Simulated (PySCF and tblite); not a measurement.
Values are calculated unless marked as measured or tabulated.
C₆H₉F₃S₂, numbered as in [CH3:1][C@H:2]1[S:3][CH2:4][C@H:5]([CH2:6][C:7]([F:8])([F:9])[F:10])[S:11]1.

Level: PBE0-D3(BJ)/6-31G*//GFN2-xTB, thermal terms from GFN2-xTB, symmetry numbers and mirror pairs counted. Conformers within 2.5 kcal/mol (GFN2-xTB free energy) were kept, 4 at most. Run with PySCF (density fitting) and tblite.

Torsions listed: S11–C5–C6–C7. The 5-ring runs over atoms 2–3–4–5–11.

```json
{"conformer": "1", "shape": "5-ring between envelope and twist (ring torsions 52, -49, 22, 11, -34°); -75°", "symmetry": "C1", "E(GFN2) kcal/mol": "1.71"}
{"conformer": "2", "shape": "5-ring between envelope and twist (ring torsions 52, -48, 21, 13, -35°); -160°", "symmetry": "C1", "E(GFN2) kcal/mol": "0.00"}
{"conformer": "3", "shape": "5-ring twist (ring torsions -18, 45, -50, 37, -16°); -176°", "symmetry": "C1", "E(GFN2) kcal/mol": "1.83"}
```

(1) Which of these conformers is the most populated at 298.15 K, and with what share?

(2) Give the DFT energies and free energies relative to the lowest, and all weights.

(3) How does its share change from 250 K to 350 K?

## Answers

(1) Conformer 2, about 71 %.

(2) 
```
conformer                                                                           shape  E(DFT) kcal/mol  G(298.15 K) kcal/mol  weight %
        1   5-ring between envelope and twist (ring torsions 52, -49, 22, 11, -34°); -75°             1.52                  1.29       8.0
        2  5-ring between envelope and twist (ring torsions 52, -48, 21, 13, -35°); -160°             0.00                  0.00      70.8
        3                      5-ring twist (ring torsions -18, 45, -50, 37, -16°); -176°             1.00                  0.71      21.2
```

(3) From 77 % to 65 %; the mixing entropy goes from 1.32 to 1.71 cal/(mol K).


Conformer gaps in 6-31G* on xTB geometries can be 2 kcal/mol off for S=O, P=O and other polar bonds.